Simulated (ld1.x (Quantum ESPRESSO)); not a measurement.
**Reading a pseudo-wave (H (Z = 1))**

Columns: radius, all-electron u(r) and pseudo u(r) of the 1s shell (level -6.36 eV) of hydrogen in the configuration 1s1; LDA (PZ), non-relativistic, ultrasoft scheme, ld1.x (Quantum ESPRESSO) 7.5.

```csv
r (bohr),all-electron,pseudo
0.057,0.0997,0.0741
0.115,0.1898,0.1484
0.172,0.2681,0.2191
0.230,0.3383,0.2877
0.288,0.3998,0.3520
0.345,0.4525,0.4102
0.402,0.4982,0.4630
0.460,0.5383,0.5108
0.518,0.5725,0.5523
0.575,0.6008,0.5870
0.632,0.6246,0.6160
0.690,0.6444,0.6398
0.747,0.6601,0.6581
0.805,0.6726,0.6722
0.862,0.6818,0.6822
0.920,0.6883,0.6889
0.977,0.6923,0.6927
1.035,0.6941,0.6943
1.092,0.6939,0.6940
1.150,0.6919,0.6919
1.208,0.6883,0.6883
1.265,0.6834,0.6834
1.322,0.6773,0.6773
1.380,0.6700,0.6700
1.438,0.6618,0.6618
1.495,0.6528,0.6528
```

Q: How many radial nodes do the two functions have?

A: The all-electron 1s function has n − l − 1 = 0; the pseudo-wave has 0.

Q: At about which radius was the pseudo-wave matched?

A: 1.15 bohr. The columns agree to 0.0005 from 0.98 bohr on; several derivatives are matched, so the curves merge somewhat inside the radius.

Q: Is the pseudo-wave norm-conserving?

A: No, it belongs to an ultrasoft set: the norm inside the radius is not constrained, and the difference is carried by the augmentation charge.
